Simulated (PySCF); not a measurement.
H6OSi2Zn, SMILES [Zn]([SiH3])[O][SiH3]. Atoms are numbered in the order given.

```xyz
10

Zn    -0.1703     0.1207     0.3791
Si    -1.7278     1.3440     1.6092
H     -2.3107     0.5122     2.7217
H     -2.8625     1.8049     0.7322
H     -1.0935     2.5636     2.2251
O      1.0663    -0.8580    -0.4691
Si     1.5601    -1.1831    -2.0170
H      0.4657    -1.8171    -2.8477
H      2.7255    -2.1372    -1.9903
H      2.0028     0.0631    -2.7525
```
Charge 0, spin multiplicity 1.

Geometry optimised at PBE-D3(BJ)/def2-SVP. The structure was generated by enumeration; whether it is a known compound was not checked. One conformer was computed; it need not be the lowest.

Computed with PBE-D3(BJ)/def2-SVP (PySCF).

Frequencies are harmonic and unscaled.

A small imaginary wavenumber (i) marks a very flat motion, where grid noise or a shallow saddle decides the sign.

```tsv
mode	ν (cm⁻¹)	IR (km/mol)	moving atoms (share of kinetic energy)
1	17i	0.1	H 87 %
2	25	0.0	H 72 %, Si 13 %, O 10 %
3	52	0.5	Si 49 %, Zn 26 %, H 17 %, O 8 %
4	103	10.3	O 41 %, Zn 38 %, Si 11 %, H 10 %
5	124	7.7	O 36 %, Zn 31 %, Si 23 %, H 11 %
6	304	1.1	Si 70 %, O 13 %, Zn 9 %, H 9 %
7	453	3.2	H 87 %, Si 11 %
8	454	2.9	H 87 %, Si 11 %
9	502	27.5	Zn 37 %, O 28 %, Si 25 %, H 10 %
10	700	52.6	H 83 %, Si 10 %
11	714	52.3	H 80 %, Si 10 %, O 10 %
12	823	359.8	H 90 %, Si 9 %
13	899	26.0	H 98 %
14	899	26.2	H 98 %
15	910	75.1	H 96 %
16	917	72.6	H 96 %
17	982	250.6	H 92 %
18	992	483.2	O 74 %, Si 22 %
19	2111	188.8	H 96 %
20	2117	135.3	H 98 %
21	2147	80.4	H 99 %
22	2154	139.5	H 97 %
23	2162	77.1	H 96 %
24	2162	76.8	H 96 %
```
